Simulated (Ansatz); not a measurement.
Consider the cleavage of the Si–Si bond: `CO[SiH]([SiH3])Cl` + `N=C(N)[SeH]` → `N=C(N)[Se][SiH3]` + `CO[SiH2]Cl`.

Program: Ansatz. Geometries: PBE0-D4/def2-TZVP. ΔE: electronic, gas phase. CCSD(T)/CBS is the MP2 limit (def2-TZVPP, def2-QZVPP) plus CCSD(T) − MP2 in def2-TZVPP, frozen cores. Functionals use def2-TZVPP. B3LYP here is the variant with VWN-RPA as its local correlation; programs differ in this. For Se outer-core shells are correlated without core-valence functions, which leaves a few kJ/mol of doubt a bond. Scalar relativity is left out up to krypton. Each species was taken in one conformer, which may not be the lowest.

`CO[SiH]([SiH3])Cl`:

Z-matrix (Å, degrees):
```
C
O 1 1.413
H 1 1.096 2 111.4
H 1 1.094 2 110.8 3 -121.3
H 1 1.091 2 108.0 3 119.4
Si 2 1.632 1 124.1 3 50.2
Cl 6 2.070 2 110.4 1 62.3
Si 6 2.334 2 107.6 1 -179.0
H 6 1.488 2 110.1 1 -52.8
H 8 1.485 6 109.5 2 -59.7
H 8 1.487 6 110.2 2 60.9
H 8 1.487 6 108.9 2 -179.4
```

`N=C(N)[SeH]`:

Z-matrix (Å, degrees):
```
C
N 1 1.365
Se 1 1.951 2 110.2
N 1 1.261 2 122.4 3 176.2
H 2 1.005 1 117.8 3 35.5
H 2 1.009 1 114.3 3 176.9
H 3 1.466 1 93.2 2 -153.1
H 4 1.012 1 113.4 2 -171.4
```

`N=C(N)[Se][SiH3]`:

Z-matrix (Å, degrees):
```
Si
Se 1 2.275
H 1 1.486 2 111.0
H 1 1.483 2 111.2 3 122.1
H 1 1.483 2 104.9 3 -118.3
C 2 1.966 1 94.9 3 -61.9
N 6 1.359 2 110.6 1 -139.3
N 6 1.262 2 126.9 1 43.9
H 7 1.004 6 118.6 2 28.2
H 7 1.008 6 115.5 2 175.2
H 8 1.013 6 113.5 2 4.2
```

`CO[SiH2]Cl`:

```xyz
9

C    -0.435    0.383    1.255
O    -0.808    0.030   -0.061
Si    0.232   -0.467   -1.208
Cl    1.602    1.002   -1.649
H    -1.346    0.514    1.839
H     0.129    1.319    1.263
H     0.172   -0.400    1.723
H    -0.567   -0.746   -2.415
H     1.020   -1.635   -0.746
```

```json
{"level": "PBE-D4", "ΔE (kJ/mol)": "-53.4", "difference from CCSD(T)/CBS": "13.7"}
{"level": "PBE0-D4", "ΔE (kJ/mol)": "-58.2", "difference from CCSD(T)/CBS": "8.9"}
{"level": "ωB97X-V", "ΔE (kJ/mol)": "-61.1", "difference from CCSD(T)/CBS": "6.0"}
{"level": "B2PLYP", "ΔE (kJ/mol)": "-64.9", "difference from CCSD(T)/CBS": "2.2"}
{"level": "PBE", "ΔE (kJ/mol)": "-52.4", "difference from CCSD(T)/CBS": "14.7"}
{"level": "r2SCAN", "ΔE (kJ/mol)": "-61.6", "difference from CCSD(T)/CBS": "5.5"}
{"level": "B3LYP", "ΔE (kJ/mol)": "-59.1", "difference from CCSD(T)/CBS": "8.0"}
{"level": "HF/def2-TZVPP", "ΔE (kJ/mol)": "-69.8", "difference from CCSD(T)/CBS": "-2.7"}
{"level": "SCS-MP2/def2-TZVPP", "ΔE (kJ/mol)": "-71.8", "difference from CCSD(T)/CBS": "-4.7"}
{"level": "SCS-MP2/def2-QZVPP", "ΔE (kJ/mol)": "-73.5", "difference from CCSD(T)/CBS": "-6.4"}
{"level": "CCSD(T)/CBS", "ΔE (kJ/mol)": "-67.1", "difference from CCSD(T)/CBS": "0"}
```

Largest T1 diagnostic among the species: 0.013.

From PBE to PBE0 (25 % exact exchange), in def2-TZVPP and without D4, ΔE moves by −5.0 kJ/mol.
